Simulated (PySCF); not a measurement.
**Correlation energy of Xe⁺ (xenon, charge +1)**

[Kr] 4d10 5s2 5p4 6s1, high-spin 4P determinant (an excited configuration). Calculation: PySCF 2.14, in aug-cc-pVQZ-PP with ECP28MDF (7s7p5d3f2g, 92 functions); a scalar-relativistic core potential. Frozen: 4s2 4p6 4d10; 7 electrons correlated.

| level | correlation energy (mhartree) |
| --- | --- |
| CCSD | -137.61 |
| (T) | -5.18 |
| CCSD(T) | -142.79 |

Diagnostics: T1 = 0.014, D1 = 0.0472, largest double amplitude 0.044.

The outer electron is Rydberg-like, and this basis confines it to a smaller radius and binds it less than a complete one would.

Cost of the coupled-cluster step: of the order of 24 core-seconds, for 7 correlated electrons.

Iterations:

```
CC2 = 0
CCSD nocc = (np.int64(5), np.int64(2)), nmo = (83, 83)
frozen orbitals [[0, 1, 2, 3, 4, 5, 6, 7, 8], [0, 1, 2, 3, 4, 5, 6, 7, 8]]
max_cycle = 100
direct = 0
conv_tol = 1e-08
conv_tol_normt = 1e-06
diis_space = 8
diis_start_cycle = 0
Init t2, MP2 energy = -0.12067501561247
Init E_corr(UCCSD) = -0.12067501562172
cycle = 1  E_corr(UCCSD) = -0.133155045398851  dE = -0.0124800298  norm(t1,t2) = 0.0463035
cycle = 2  E_corr(UCCSD) = -0.136140073201544  dE = -0.0029850278  norm(t1,t2) = 0.0169117
cycle = 3  E_corr(UCCSD) = -0.137623810485198  dE = -0.00148373728  norm(t1,t2) = 0.00854417
cycle = 4  E_corr(UCCSD) = -0.137521306028817  dE = 0.000102504456  norm(t1,t2) = 0.00380823
cycle = 5  E_corr(UCCSD) = -0.137565465677857  dE = -4.4159649e-05  norm(t1,t2) = 0.00232787
cycle = 6  E_corr(UCCSD) = -0.137605422307312  dE = -3.99566295e-05  norm(t1,t2) = 0.000997418
cycle = 7  E_corr(UCCSD) = -0.137606497073438  dE = -1.07476613e-06  norm(t1,t2) = 0.000734215
cycle = 8  E_corr(UCCSD) = -0.137608982927145  dE = -2.48585371e-06  norm(t1,t2) = 0.000442551
cycle = 9  E_corr(UCCSD) = -0.13760741814748  dE = 1.56477966e-06  norm(t1,t2) = 0.000128102
cycle = 10  E_corr(UCCSD) = -0.137607856250802  dE = -4.38103322e-07  norm(t1,t2) = 3.84499e-05
cycle = 11  E_corr(UCCSD) = -0.137607944896374  dE = -8.86455715e-08  norm(t1,t2) = 1.115e-05
cycle = 12  E_corr(UCCSD) = -0.137607825695138  dE = 1.19201235e-07  norm(t1,t2) = 2.89709e-06
cycle = 13  E_corr(UCCSD) = -0.137607810136182  dE = 1.55589568e-08  norm(t1,t2) = 5.55256e-07
cycle = 14  E_corr(UCCSD) = -0.137607812935159  dE = -2.79897763e-09  norm(t1,t2) = 2.0725e-07
UCCSD converged
E(UCCSD) = -327.6058655440081  E_corr = -0.1376078129351593
UCCSD(T) correction = -0.00517676536061983
```
